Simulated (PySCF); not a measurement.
## La²⁺ (lanthanum, charge +2): UHF calculation

Configuration: [Xe] 4f1, 2F determinant (an excited configuration). Calculation: PySCF 2.14, in x2c-TZVPPall with one added diffuse shell each of s, p, d type (12s8p8d3f1g, 106 functions); the spin-free X2C one-electron Hamiltonian (Gaussian nucleus).

```json
{
 "Total energy": "-8488.513939 hartree",
 "One-electron energy": "-11558.0664 hartree",
 "Hartree (Coulomb) energy": "3272.1338 hartree",
 "Exchange energy": "-202.5814 hartree",
 "⟨S²⟩": "0.7509",
 "⟨L²⟩": "12.011",
 "Sum of ⟨r⟩": "34.62 bohr",
 "Sum of ⟨r²⟩": "44.58 bohr²",
 "Traceless quadrupole moment −½Σ⟨3z² − r²⟩ along its main axis": "0.829 e·bohr²",
 "Langevin diamagnetic susceptibility": "-35.3 ×10⁻⁶ cm³/mol"
}
```

```json
{"shell": "1s α", "electrons": "1", "mean orbital energy (hartree)": "-1437.88421", "spread (hartree)": "0", "rms radius, mean of both spins (bohr)": "0.0286"}
{"shell": "1s β", "electrons": "1", "mean orbital energy (hartree)": "-1437.88416", "spread (hartree)": "0", "rms radius, mean of both spins (bohr)": "0.0286"}
{"shell": "2s β", "electrons": "1", "mean orbital energy (hartree)": "-233.09520", "spread (hartree)": "0", "rms radius, mean of both spins (bohr)": "0.116"}
{"shell": "2s α", "electrons": "1", "mean orbital energy (hartree)": "-233.09450", "spread (hartree)": "0", "rms radius, mean of both spins (bohr)": "0.116"}
{"shell": "2p β", "electrons": "3", "mean orbital energy (hartree)": "-208.89637", "spread (hartree)": "0.00278", "rms radius, mean of both spins (bohr)": "0.104"}
{"shell": "2p α", "electrons": "3", "mean orbital energy (hartree)": "-208.89571", "spread (hartree)": "0.00327", "rms radius, mean of both spins (bohr)": "0.104"}
{"shell": "3s α", "electrons": "1", "mean orbital energy (hartree)": "-51.72831", "spread (hartree)": "0", "rms radius, mean of both spins (bohr)": "0.303"}
{"shell": "3s β", "electrons": "1", "mean orbital energy (hartree)": "-51.72389", "spread (hartree)": "0", "rms radius, mean of both spins (bohr)": "0.303"}
{"shell": "3p α", "electrons": "3", "mean orbital energy (hartree)": "-43.79852", "spread (hartree)": "0.01722", "rms radius, mean of both spins (bohr)": "0.303"}
{"shell": "3p β", "electrons": "3", "mean orbital energy (hartree)": "-43.79337", "spread (hartree)": "0.02368", "rms radius, mean of both spins (bohr)": "0.303"}
{"shell": "3d α", "electrons": "5", "mean orbital energy (hartree)": "-32.30796", "spread (hartree)": "0.00960", "rms radius, mean of both spins (bohr)": "0.281"}
{"shell": "3d β", "electrons": "5", "mean orbital energy (hartree)": "-32.30293", "spread (hartree)": "0.01798", "rms radius, mean of both spins (bohr)": "0.281"}
{"shell": "4s α", "electrons": "1", "mean orbital energy (hartree)": "-11.36180", "spread (hartree)": "0", "rms radius, mean of both spins (bohr)": "0.695"}
{"shell": "4s β", "electrons": "1", "mean orbital energy (hartree)": "-11.33153", "spread (hartree)": "0", "rms radius, mean of both spins (bohr)": "0.695"}
{"shell": "4p α", "electrons": "3", "mean orbital energy (hartree)": "-8.68319", "spread (hartree)": "0.01747", "rms radius, mean of both spins (bohr)": "0.739"}
{"shell": "4p β", "electrons": "3", "mean orbital energy (hartree)": "-8.64735", "spread (hartree)": "0.06256", "rms radius, mean of both spins (bohr)": "0.739"}
{"shell": "4d α", "electrons": "5", "mean orbital energy (hartree)": "-4.67068", "spread (hartree)": "0.03837", "rms radius, mean of both spins (bohr)": "0.832"}
{"shell": "4d β", "electrons": "5", "mean orbital energy (hartree)": "-4.62015", "spread (hartree)": "0.05397", "rms radius, mean of both spins (bohr)": "0.832"}
{"shell": "5s α", "electrons": "1", "mean orbital energy (hartree)": "-2.15350", "spread (hartree)": "0", "rms radius, mean of both spins (bohr)": "1.70"}
{"shell": "5s β", "electrons": "1", "mean orbital energy (hartree)": "-2.12896", "spread (hartree)": "0", "rms radius, mean of both spins (bohr)": "1.70"}
{"shell": "5p α", "electrons": "3", "mean orbital energy (hartree)": "-1.40871", "spread (hartree)": "0.01284", "rms radius, mean of both spins (bohr)": "1.96"}
{"shell": "5p β", "electrons": "3", "mean orbital energy (hartree)": "-1.38640", "spread (hartree)": "0.04623", "rms radius, mean of both spins (bohr)": "1.96"}
{"shell": "4f α", "electrons": "1", "mean orbital energy (hartree)": "-0.53820", "spread (hartree)": "0", "rms radius, mean of both spins (bohr)": "1.76"}
```

Spin-orbit coupling, absent here, splits the open shell strongly.

Densities and radii are taken from the X2C orbitals without a picture-change correction, which distorts them close to the nucleus.

Spin-orbit constants ζ (cm⁻¹) from the X2C one-electron operator on these orbitals: bare nucleus, nucleus screened by l(l+1)(2l+1)/3 electrons, and screened by the Breit-Pauli mean field of the electrons.

| shell | bare | screened nucleus | mean field |
| --- | --- | --- | --- |
| 2p | 2176000 | 2100000 | n/a |
| 3p | 429100 | 414100 | n/a |
| 3d | 66290 | 54660 | n/a |
| 4p | 88790 | 85680 | n/a |
| 4d | 10990 | 9062 | n/a |
| 4f | 544.6 | 277.1 | n/a |
| 5p | 12060 | 11640 | n/a |

To first order the Landé constant is A = 277.1 cm⁻¹, so the lowest level has J = 5/2 and lies 0.0687 eV below the centre of the term. First order in ζ underestimates the shift of the j = l − 1/2 level at high Z.
